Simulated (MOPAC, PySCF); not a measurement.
C$_{5}$H$_{4}$FN, SMILES `Fc1ccccn1`, neutral singlet in the gas phase. 

Z-matrix (Å, degrees):
```
C
H 1 1.0925
C 1 1.3925 2 120.13
H 3 1.0908 1 122.82 2 0.01
C 3 1.3992 4 120.29 1 -180.00
N 5 1.3115 3 125.16 4 179.99
F 5 1.3349 6 116.59 3 179.97
C 6 1.3387 5 117.53 7 179.98
C 8 1.3951 6 123.14 5 0.00
H 9 1.0913 8 120.52 6 180.00
H 8 1.0954 6 116.30 5 179.99
```
Charge 0, multiplicity 1.

All levels are single points at this geometry (B3LYP-D3(BJ)/def2-SVP); Pople sets use spherical d functions. Orbital energies aren't observables, and empty levels follow the basis.

| level | HOMO (eV) | LUMO (eV) | gap (eV) | dipole (D) | vertical IE, Delta-SCF (eV) |
|---|---|---|---|---|---|
| TPSSh-D3(BJ)/def2-TZVP in PySCF | -6.98 | -1.52 | 5.46 | 3.17 | 9.53 |
| B3LYP/6-31G* in PySCF | -7.07 | -0.86 | 6.21 | 3.04 | 9.43 |
| PBE/6-31G* in PySCF | -6.15 | -1.60 | 4.55 | 2.81 | 9.33 |
| HF/3-21G in PySCF | -9.81 | 2.97 | 12.79 | 3.94 | – |
| HF/6-31G* in PySCF | -9.50 | 2.98 | 12.47 | 3.58 | – |
| PM6 in MOPAC | -10.38 | -0.53 | 9.85 | 3.43 | – |
